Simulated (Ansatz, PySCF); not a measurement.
C₅H₁₅OSi₂ (SMILES C[Si](C)O[Si](C)(C)C), doublet, at a GFN2-xTB geometry. Base run: MP2/STO-3G run with PySCF.

The PySCF input:
```python
from pyscf import gto, scf, mp

mol = gto.M(
    atom='''
C     2.235915    1.874304    0.247243
Si    1.860514    0.101937   -0.350616
C     2.370470   -1.203450    0.943911
O     0.251112   -0.016417   -0.606271
Si   -1.312239   -0.152322   -0.158675
C    -2.336264    0.582332   -1.581180
C    -1.692319   -1.999344    0.099553
C    -1.594805    0.816812    1.458196
H     1.904052    2.615982   -0.472401
H     3.298405    2.020136    0.412787
H     1.718788    2.069317    1.185747
H     3.437210   -1.175621    1.140726
H     2.116052   -2.207101    0.617929
H     1.850302   -1.019618    1.883343
H    -2.143777    0.060187   -2.513002
H    -2.099781    1.629958   -1.739304
H    -3.399512    0.511113   -1.375986
H    -1.111397   -2.413495    0.918364
H    -2.741263   -2.160905    0.326370
H    -1.455511   -2.573591   -0.790973
H    -2.634096    0.779174    1.769306
H    -0.996029    0.414514    2.270645
H    -1.326161    1.862748    1.340354
''',
    basis='sto-3g',
    charge=0,
    spin=1,
    verbose=4,
)

mf = scf.UHF(mol)
mf.kernel()

pt = mp.MP2(mf)
pt.kernel()
print('E(MP2) = %.10f' % pt.e_tot)
```

The same geometry, method and basis name were run in Ansatz (a program for electronic structure) and PySCF, at each program's defaults and at the settings that a row names. The base is PySCF at its defaults. Differences at the defaults can come from grids, fitting, cores and function types together.

```tsv
code and settings	ΔE vs base (µEh)	basis functions	E (Eh)	SCF cycles	SCF-reference dipole (D)
PySCF, defaults (exact integrals, spherical functions, all electrons correlated)	0.0	63	-841.28585	12	0.45
Ansatz, defaults (factorised integrals, spherical functions, frozen core)	9420	63	-841.27643	-	-
PySCF, frozen core	9376	63	-841.27648	12	0.45
Ansatz, high accuracy, frozen core	9376	63	-841.27648	-	-
```

Open shells are given as the SCF converged; they aren't shown to be the lowest states, and a large step between rows can be another state.
